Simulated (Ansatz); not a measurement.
Ansatz (a quantum-chemistry and plane-wave program) input (PBE/LANL2DZ): The .json file is the Basis Set Exchange's LANL2DZ.

Ansatz 0.2 input:
```yaml
crystal:
  periodic: [false, false, false]
  atoms:
    - {symbol: Hg, position_ang: [-0.00000000, -0.00000000, -1.43698600]}
    - {symbol: Hg, position_ang: [0.00000000, 0.00000000, 1.43698600]}
basis:
  gaussian:
    orbitals: LANL2DZ.json
hamiltonian:
  xc: {name: PBE}
total_charge: 1
magnetization: {spin_polarized: true, initial_magnetization: 1}
output: {forces: true}
```

Output:

```
Functional definition: PBE
integrals: 0.01 GiB planned
426 factors; their error is unknown
mean field: 0.11 GiB planned
mean field evaluation 1: about -2330.8707 eV, gradient 9.4e0 eV
mean field evaluation 2: about -2331.0756 eV, gradient 7.7e0 eV
mean field evaluation 4: about -2331.4841 eV, gradient 7.3e-2 eV
mean field evaluation 8: about -2331.4715 eV, gradient 3.1e-4 eV
mean field -2331.47150705 eV, -85.6799975559 hartree, gradient 1.1e-5 eV, S^2 0.751504; 0 other end points of the search recorded, 0 dependent functions left out
the calculation of the forces begins
reference -2331.47153428 eV, -85.6799985565 hartree; 12, 11 occupied and 24, 25 virtual orbitals, 426 factors
Total energy: -2331.47153428 eV, -85.6799985565 hartree
Atom 0 at    -0.000000    -0.000000    -1.436986 Å, force     0.000000     0.000000    -0.733917 eV/Å
Atom 1 at     0.000000     0.000000     1.436986 Å, force    -0.000000    -0.000000     0.733917 eV/Å
Dipole moment:    -0.000000    -0.000000    -0.000000 e Å
```

The dipole moment of an ion depends on the origin.

The geometry given is a B3LYP-D3(BJ)/def2-TZVP minimum.
